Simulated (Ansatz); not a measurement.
Isolated molecules relaxed with PBE0-D4/def2-TZVP in Ansatz; ΔE leaves out vibrations. CBS: MP2 limit from def2 TZ/QZ plus the TZ coupled-cluster correction, frozen cores. Functionals use def2-TZVPP. def2 core potentials past Kr. For Se, Sn outer-core shells are correlated without core-valence functions, which leaves a few kJ/mol of doubt a bond. Scalar relativity is left out up to krypton. Each species was taken in one conformer, which may not be the lowest.

`C[Se][SnH]([Cl])[Cl]` + `[SiH3][SeH]` → `C[Se][Se][SiH3]` + `[Cl][SnH2][Cl]`  (ligand exchange at the Se–Sn bond)

`C[Se][SnH]([Cl])[Cl]`:

Cartesian coordinates in Å:
```
C -0.108 0.766 1.492
Se -1.018 1.301 -0.161
Sn -0.081 -0.537 -1.552
Cl 2.240 -0.462 -1.426
Cl -0.608 -2.572 -0.559
H -0.427 -0.229 1.790
H 0.970 0.809 1.356
H -0.415 1.494 2.241
H -0.553 -0.570 -3.181
```

`[SiH3][SeH]`:

Z-matrix (Å, degrees):
```
Si
Se 1 2.279
H 1 1.484 2 111.4
H 1 1.484 2 111.5 3 -122.1
H 1 1.483 2 104.9 3 119.0
H 2 1.469 1 93.0 3 60.4
```

`C[Se][Se][SiH3]`:

Z-matrix (Å, degrees):
```
C
Se 1 1.946
H 1 1.088 2 110.0
H 1 1.087 2 110.0 3 122.5
H 1 1.091 2 106.0 3 -118.6
Se 2 2.335 1 99.4 3 -61.0
Si 6 2.281 2 93.6 1 88.4
H 7 1.482 6 110.5 2 63.2
H 7 1.487 6 107.1 2 -176.8
H 7 1.485 6 109.8 2 -57.9
```

`[Cl][SnH2][Cl]`:

Z-matrix (Å, degrees):
```
Sn
Cl 1 2.316
Cl 1 2.316 2 106.5
H 1 1.695 2 107.8 3 -115.4
H 1 1.695 2 107.8 3 115.4
```

```json
{"species": "`C[Se][SnH]([Cl])[Cl]`", "r2SCANh energy (Eh)": "-3576.89974"}
{"species": "`[SiH3][SeH]`", "r2SCANh energy (Eh)": "-2693.43013"}
{"species": "`C[Se][Se][SiH3]`", "r2SCANh energy (Eh)": "-5134.29054"}
{"species": "`[Cl][SnH2][Cl]`", "r2SCANh energy (Eh)": "-1136.01371"}
```

Q: Work out ΔE.

A: ΔE = (-5134.29054) + (-1136.01371) − (-3576.89974) − (-2693.43013) = 0.02562 Eh = +67.3 kJ/mol. CCSD(T)/CBS gives +73.0 kJ/mol.

Largest T1 diagnostic among the species: 0.011.

From BLYP to BHLYP (50 % exact exchange), in def2-TZVPP and without D4, ΔE moves by +5.4 kJ/mol. At CCSD(T), def2-SVP lies +3.6 kJ/mol from the extrapolated value and def2-TZVPP −5.8 kJ/mol. Leaving LDA and LC-ωPBE aside and taking each functional with its dispersion term where it has one, the values, not all of them listed here, spread over 8.8 kJ/mol, from revPBE-D4 to r2SCAN0-D4.
